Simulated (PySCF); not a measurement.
# Dipole moment and polarisability of `C=C1C[C@H](C)/C1=C\F`

Compound: C7H9F.
Structure used (GFN2-xTB), in Å, numbered top down from 1:
```xyz
17
C7H9F angstrom
C      2.3463   -0.3969   -0.8820
C      1.1435   -0.3859   -0.3309
C      0.0521   -1.4177   -0.1742
C     -0.7863   -0.3603    0.5860
C     -2.1091    0.0301   -0.0525
C      0.3481    0.6184    0.3688
C      0.5420    1.8931    0.6635
F     -0.3778    2.6231    1.3247
H      2.9779    0.4746   -0.8797
H      2.7390   -1.2812   -1.3546
H      0.3350   -2.2939    0.4066
H     -0.3886   -1.7443   -1.1148
H     -0.9407   -0.6025    1.6399
H     -2.8181   -0.7923    0.0154
H     -2.5285    0.8957    0.4545
H     -1.9635    0.2815   -1.1010
H      1.4218    2.4705    0.4202
```

Level: wB97X-D/def2-SVPD (PySCF), static field, nuclei fixed, core orbitals frozen in the response. The polarisability tensor in these axes (au):

```
x    93.82  -2.57 -12.03
y    -2.57  90.69  11.32
z   -12.03  11.32  68.28
```

Task: What are the eigenvalues, a third of the trace, and Δα (Δα² = ½Σ(αi − αj)² over the three pairs)?

Result: Principal values 60.36, 89.49 and 102.94 au; mean 84.26 au = 12.49 Å³ = 13.89 × 10⁻⁴⁰ C²·m²/J; Δα = 37.70 au (45 % of the mean).

Task: What is the dipole moment, and where does it point?

Result: (0.38, -1.09, -0.56) D, 1.29 D in size, pointing from the negative to the positive side. Measured along this direction, the outermost atoms are F8 at the negative end and H10 at the positive end.

Task: Directions of the eigenvectors, and the extent of the frame along each?

Result: Largest value along (0.72, -0.55, -0.43), where the nuclei span 5.75 Å; middle along (0.63, 0.78, 0.06), 5.22 Å; least along (0.30, -0.31, 0.90), 3.05 Å. The response follows the extents in order.

Task: Traceless (Buckingham) quadrupole moment about the centre of nuclear charge: eigenvalues?

Result: -4.33, -2.15, 6.48 D·Å. The values depend on the origin, since the dipole doesn't vanish. The electronic extent ⟨r²⟩ about the same centre is 1023 bohr², a root-mean-square distance of 2.19 Å for the 60 electrons.

Task: What depolarisation ratio follows for Rayleigh scattering of linearly polarised light, taking the static tensor?

Result: ρ = 3Δα²/(45ᾱ² + 4Δα²) = 4263.1/(319507 + 5684.2) = 0.0131.

Task: Sum over states: ᾱ = Σ f/ω², ω in Eh. What share falls to these 8 lowest TDDFT singlets (eV, f)? 5.32, 0.3068; 6.62, 0.0018; 6.91, 0.0040; 7.01, 0.0175; 7.10, 0.0122; 7.18, 0.1055; 7.32, 0.0239; 7.59, 0.0143.

Result: They add up to 10.58 au, 12.6 % of the 84.26 au; the largest single term is 8.01 au, from the state at 5.32 eV. Terms in order: 8.01, 0.03, 0.06, 0.26, 0.18, 1.51, 0.33, 0.18 au. Higher excitations give the rest. The strengths listed sum to 0.486.

Isolated species at its GFN2-xTB geometry, gas phase.

The pairwise dispersion term of wB97X-D wasn't added to the energies; at a given geometry it leaves orbitals and properties as they are.
